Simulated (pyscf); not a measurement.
# `[CH]1[CH2][GeH2]1`, doublet

Gas-phase minimum from PySCF at ωB97X-D3(BJ)/def2-SVP, one conformer. cyclic C₂H₅Ge (SMILES [CH]1[CH2][GeH2]1) [doublet] lies 33.9 kcal/mol over its isomer H₂C=CH–GeH₂•, and others may lie lower still (electronic energy, ωB97M-D3(BJ)). 

```
C
H 1 1.0991
H 1 1.1019 2 112.20
C 1 1.4852 2 120.03 3 -143.00
H 4 1.0943 1 124.98 2 11.18
Ge 4 1.8960 5 133.31 1 95.60
H 6 1.5233 4 120.43 5 143.21
H 6 1.5252 7 116.19 1 -149.92
```
Charge 0, spin multiplicity 2.

Properties at ωB97X-D3(BJ)/def2-SVP:

```json
{
  "harmonic_wavenumbers_unscaled": "300, 486, 505, 567, 595, 671, 743, 864, 909, 958, 1098, 1130, 1415, 2228, 2236, 3094, 3183, 3226 cm⁻¹",
  "zero_point_energy": "34.6 kcal/mol",
  "rotational_symmetry_number": "1",
  "Entropy of this conformer at 298 K and 1 atm, rigid rotor and harmonic oscillator, modes under 100 cm⁻¹ raised to 100": "290.9 J/(mol K)",
  "dipole_moment": "0.78 D",
  "Spin expectation value S2": "0.755"
}
```

Single-point totals, which compare only within one level (frozen core for MP2 and CC):

| level | total energy (hartree) |
|---|---|
| ωB97X-D3(BJ)/def2-TZVP | -2156.12169 |
| PBE/def2-TZVP | -2155.69805 |
| r²SCAN/def2-TZVP | -2156.06940 |
| B3LYP-D3(BJ)/def2-TZVP | -2156.18394 |
| PBE0-D3(BJ)/def2-TZVP | -2155.76904 |
| M06-2X/def2-TZVP | -2156.08172 |
| ωB97M-D3(BJ)/def2-TZVP | -2156.16197 |
| UHF/def2-TZVPP | -2153.92284 |
| MP2/def2-TZVPP | -2154.49461 |
| CCSD/def2-TZVPP | -2154.52347 |
| CCSD(T)/def2-TZVPP | -2154.54882 |

The CCSD(T) − MP2 part came from Ansatz, without density fitting, on the same reference. The frozen core leaves the outer d or s,p core shells of the metals and heavy elements correlated in the MP2 and CC values, and def2-TZVPP describes them poorly, so these totals are far from the basis limit. Elements up to Kr have no core potential and no relativistic terms here.
